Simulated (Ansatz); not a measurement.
# What each rung costs, and what it gives

Saddle point of SiH$_{4}$SO$_{3}$, closed shell (SiH₄SO₃ ([OH][Si]([OH])([OH])[SH]) → SiH₂O₃ ([O][Si]([OH])[OH]) + H₂S (still joined by a long Si–S bond); bonds formed: S2–H4; bonds broken: O3–H4; bonds weakened to dative contacts: Si1–S2), PBE0-D4/def2-TZVP structure:

```csv
atom,x (Å),y (Å),z (Å)
Si1,-0.4087,-0.3630,-0.0622
S2,1.4856,0.9362,0.7940
O3,-0.0502,-1.4546,0.9622
H4,1.2018,-0.3489,1.3338
O5,-1.7061,0.6142,0.0674
O6,-0.0784,-0.4747,-1.6468
H7,2.3182,0.4312,-0.1322
H8,-2.1618,0.5767,0.9115
H9,-0.6006,0.0832,-2.2278
```

Barriers are electronic and count from the start structure reached by relaxing down the imaginary mode.

Program: Ansatz 0.2.0. Basis: as named in each row. Cores are frozen in the correlated methods. B3LYP uses VWN-RPA correlation. Extrapolation: Hartree–Fock as exp(−7.88 √X), correlation as X^−2.97.

Times are rough, for one single point on 4 threads of a shared host (Arm Neoverse V2).

The estimate by CCSD(T) at an estimated basis limit (MP2 extrapolated from triple and quadruple zeta, plus CCSD(T) − MP2 in triple zeta) is 2.183 eV.

```
      method       basis  time (s)  barrier (eV)  method less estimate
          HF      STO-3G   under 1         4.469                 2.286
      PBE-D4      STO-3G   under 1         2.158                -0.026
       SPW92    def2-SVP   under 1         1.831                -0.352
    B3LYP-D4       6-31G   under 1         2.341                 0.157
      PBE-D4    def2-SVP   under 1         1.854                -0.329
     PBE0-D4    def2-SVP   under 1         2.136                -0.047
       SPW92  def2-TZVPP         1         1.802                -0.382
      PBE-D4  def2-TZVPP         2         1.831                -0.353
     BLYP-D4  def2-TZVPP         2         1.831                -0.353
     PBE0-D4  def2-TZVPP         2         2.101                -0.082
    B3LYP-D4  def2-TZVPP         3         2.056                -0.127
    BHLYP-D4  def2-TZVPP         3         2.342                 0.159
CAM-B3LYP-D4  def2-TZVPP         3         2.157                -0.027
   r2SCAN-D4  def2-TZVPP         3         2.021                -0.162
     CCSD(T)    def2-SVP         3         2.193                 0.009
  r2SCAN0-D4  def2-TZVPP         4         2.207                 0.024
     wB97M-V    def2-SVP         4         2.189                 0.006
      B2PLYP  def2-TZVPP         5         2.093                -0.090
    PBE-QIDH  def2-TZVPP         5         2.221                 0.038
  RPA on PBE  def2-TZVPP         6         2.099                -0.084
     wB97X-V  def2-TZVPP         6         2.197                 0.014
      B97M-V  def2-TZVPP         7         2.129                -0.054
     wB97M-V  def2-TZVPP         7         2.157                -0.026
         MP2  def2-QZVPP        22         2.125                -0.058
     CCSD(T)  def2-TZVPP       120         2.175                -0.009
```

All methods are single points on the PBE0-D4 structures.

T1 diagnostic: at most 0.015.

Labels in which every atom is bracketed show which atoms are joined, not bond orders.
